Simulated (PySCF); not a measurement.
Al(Cl)(H)(SeH) (AlClH₂Se), SMILES [Cl][AlH][SeH]. Atoms are numbered in the order given.

```xyz
5

Al    -0.8260    -0.6663     0.0000
Cl     0.4212    -2.3482     0.0000
H     -2.3863    -0.8377     0.0000
Se     0.1319     1.4286     0.0000
H      1.4813     0.8471     0.0000
```
Charge 0, spin multiplicity 1.

Geometry: PBE0-D3(BJ)/def2-TZVP. One conformer was computed; it need not be the lowest.

Method: PBE/def2-TZVPD run with PySCF.

ESP charges are fitted to the potential on shells at 1.4 to 2.0 van der Waals radii. Atomic charges (e):

```json
[
 {"atom": "Al1", "ESP fit": "0.48", "meta-Löwdin": "0.57"},
 {"atom": "Cl2", "ESP fit": "-0.23", "meta-Löwdin": "-0.31"},
 {"atom": "H3", "ESP fit": "-0.13", "meta-Löwdin": "-0.12"},
 {"atom": "Se4", "ESP fit": "-0.22", "meta-Löwdin": "-0.23"},
 {"atom": "H5", "ESP fit": "0.11", "meta-Löwdin": "0.09"}
]
```
